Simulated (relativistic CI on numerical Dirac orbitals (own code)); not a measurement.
## Slater and spin-orbit integrals, Ti XVI

Calculated at this level of theory: Dirac-Coulomb-Breit CI, orbitals from a KLI potential per configuration, model QED, unscaled Slater integrals (own radial code, finite nucleus).

Slater integrals F^k, G^k are unscaled and averaged over j, outside the closed core 1s2; ζ comes from projecting the Hamiltonian with its Breit term on Σ l·s of the shell.

- 2s²2p³: F^2(2p,2p) = 359120, ζ(2p) = 34687 cm⁻¹; <r>(2p) = 0.2648, <r^2>(2p) = 0.08515 (bohr units).
- 2s2p⁴: F^2(2p,2p) = 357700, G^1(2s,2p) = 394960, ζ(2p) = 34285 cm⁻¹; <r>(2s) = 0.3045, <r^2>(2s) = 0.1088, <r>(2p) = 0.2658, <r^2>(2p) = 0.0858 (bohr units).
- 2p⁵: ζ(2p) = 33903 cm⁻¹; <r>(2p) = 0.2671, <r^2>(2p) = 0.08672 (bohr units).

Averages of the first 10 configurations, taken without configuration mixing, which lowers the lowest level and can move excited configurations by several eV; other configurations of the list can lie among them:

```csv
Configuration,Parity,States,Average energy above the lowest level (eV)
2s²2p³,odd,20,17.5
2s2p⁴,even,30,97.8
2p⁵,odd,6,193.5
2p⁴3s,even,30,763.0
2p⁴3p,odd,90,784.2
2p⁴3d,even,150,809.1
2s²2p²3s,even,30,606.6
2s²2p²3p,odd,90,630.1
2s²2p²3d,even,150,655.3
2s2p³3s,odd,80,676.9
```
